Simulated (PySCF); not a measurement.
Species: C₃H₅BrO.
Cartesian coordinates in Å at the PBE0-D3(BJ)/def2-SVP level; atoms count from 1:
```xyz
10
C3H5BrO angstrom
O      2.0722    1.0187    0.6275
C      1.6380    0.0317    0.0974
C      0.1785   -0.2207   -0.1643
C     -0.7051    0.9018    0.3247
Br    -2.5759    0.5395   -0.0389
H      2.3223   -0.7876   -0.2454
H      0.0532   -0.3900   -1.2490
H     -0.0917   -1.1827    0.3071
H     -0.4640    1.8516   -0.1682
H     -0.6145    1.0466    1.4082
```

The closed-shell ground state was solved at several levels (PySCF, density fitting, gas phase). Relativistic effects, spin–orbit coupling among them, are left out although an element past zinc is present.

```json
{"level": "PBE0/pcSseg-1", "basis functions": "134", "HOMO (eV)": "-7.69", "LUMO (eV)": "-0.96", "gap (eV)": "6.73", "dipole (D)": "1.97"}
{"level": "B3LYP/pcJ-1 (pcSseg-1 on Br)", "basis functions": "199", "HOMO (eV)": "-7.42", "LUMO (eV)": "-1.22", "gap (eV)": "6.20", "dipole (D)": "1.93"}
{"level": "CAM-B3LYP/def2-SVPD", "basis functions": "164", "HOMO (eV)": "-9.19", "LUMO (eV)": "0.09", "gap (eV)": "9.28", "dipole (D)": "2.04"}
```

(1) What might KT2/pcSseg-2 (277 basis functions) give for the same quantities?

(2) Over all these levels, which gives the widest orbital gap and which the narrowest?

(3) How far do the dipole and the HOMO energy spread over the levels?

Results:

(1) HOMO -6.36 eV, LUMO -2.20 eV, gap 4.16 eV, dipole 1.82 D.

(2) CAM-B3LYP/def2-SVPD (range-separated hybrid) has the widest, 9.28 eV, and KT2/pcSseg-2 (GGA) the narrowest, 4.16 eV. Functional and basis both differ between the two, so the spread mixes both effects.

(3) The dipole runs from 1.82 to 2.04 D (mean 1.94 D) and the HOMO from -9.19 to -6.36 eV.

One conformer stands for the species.
